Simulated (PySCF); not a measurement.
An element was calculated at UHF (PySCF 2.14, ECP, a triple-zeta basis, no spin-orbit coupling), in the ground configurations that NIST lists.

| Property | Result |
| --- | --- |
| electron affinity | 2.335 eV |
| first ionisation energy | 10.714 eV |
| second ionisation energy | 20.234 eV |
| third ionisation energy | 34.625 eV |
| polarisability of the atom | 20.1 bohr³ |

Which element is it?

Bromine (Br, Z = 35), in aug-cc-pwCVTZ-PP with ECP10MDF. NIST lists 11.814, 21.591, 34.871 ± 0.019 eV for these ionisation energies.
